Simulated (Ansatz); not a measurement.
C4HCoO4 (SMILES [O+]#[C-]->[CoH](<-[C-]#[O+])(<-[C-]#[O+])<-[C-]#[O+]), singlet, geometry from GFN2-xTB (such geometries of metal compounds can be far from the true shape); PBE/def2-SV(P) (Ansatz, a program for electronic structure).

The Ansatz input:
Ansatz 0.2 input:
```yaml
crystal:
  periodic: [false, false, false]
  atoms:
    - {symbol: Co, position_ang: [0.16866841, -0.21594632, 0.06853971]}
    - {symbol: O, position_ang: [2.11576714, 0.29848456, -2.06833429]}
    - {symbol: C, position_ang: [1.35421924, 0.10880843, -1.24378571]}
    - {symbol: O, position_ang: [0.72658796, 0.75338840, 2.78353125]}
    - {symbol: C, position_ang: [0.50304980, 0.38753436, 1.72901993]}
    - {symbol: O, position_ang: [-1.56131369, 1.99895132, -0.63445186]}
    - {symbol: C, position_ang: [-0.88158165, 1.12868977, -0.35823750]}
    - {symbol: O, position_ang: [-1.88689263, -2.27515241, -0.32693741]}
    - {symbol: C, position_ang: [-1.09826619, -1.46809481, -0.17680757]}
    - {symbol: H, position_ang: [1.02823552, -1.31645086, 0.41783143]}
basis:
  gaussian:
    orbitals: def2-SV_P_.json
hamiltonian:
  xc: pbe
```
The basis file holds def2-SV(P) in the JSON format of the Basis Set Exchange.

What does Ansatz print? Leave out banner, timings and long lists.


```
Functional definition: PBE
1574 factors; their error is unknown
mean field evaluation 1: about -49939.6825 eV, gradient 7.1e1 eV
mean field evaluation 2: about -49621.1492 eV, gradient 3.6e2 eV
mean field evaluation 4: about -49927.1882 eV, gradient 1.3e2 eV
mean field evaluation 8: about -49948.3076 eV, gradient 3.3e-3 eV
mean field -49948.30760039 eV, -1835.5664481355 hartree, gradient 3.8e-5 eV, S^2 0.000000; 0 other end points of the search recorded, 0 dependent functions left out
reference -49948.30763201 eV, -1835.5664492973 hartree; 42, 42 occupied and 96, 96 virtual orbitals, 1574 factors
Total energy: -49948.30763201 eV, -1835.5664492973 hartree
```
